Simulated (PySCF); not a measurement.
A small calculation by hand: oscillator strength and radiative lifetime

Al(F)2(vinyl) (C2H3AlF2), SMILES [CH]([Al]([F])[F])=C.

Geometry: B3LYP-D3(BJ)/def2-SVP. The values are those of a single conformer.

TDDFT-CAM-B3LYP/def2-SVPD (PySCF 2.14.0) puts the first singlet state with f over 0.02 at 6.71 eV (vertical), with the transition dipole (-0.411, -1.279, 0.000) in atomic units.

Q: Find the oscillator strength, the wavelength and the radiative lifetime that this transition would have in vacuum if emission retraced absorption.

A: 
|μ|² = 1.8048 au, so |μ| = 3.41 D. ΔE = 6.71/27.211 = 0.2466 hartree. f = (2/3) ΔE |μ|² = 0.297 (the program prints 0.297).
λ = 1239.84/6.71 = 185 nm; ν = 54120 cm⁻¹.
Einstein's coefficient A = 0.6670 ν² f s⁻¹ (ν in cm⁻¹) = 5.8e8 s⁻¹, so τ = 1/A = 1.7 ns. This state is S2; the lower singlet has f = 0.008. The figure is the radiative limit of this one transition; relaxation, internal conversion, crossing to triplets and a medium change what is measured.
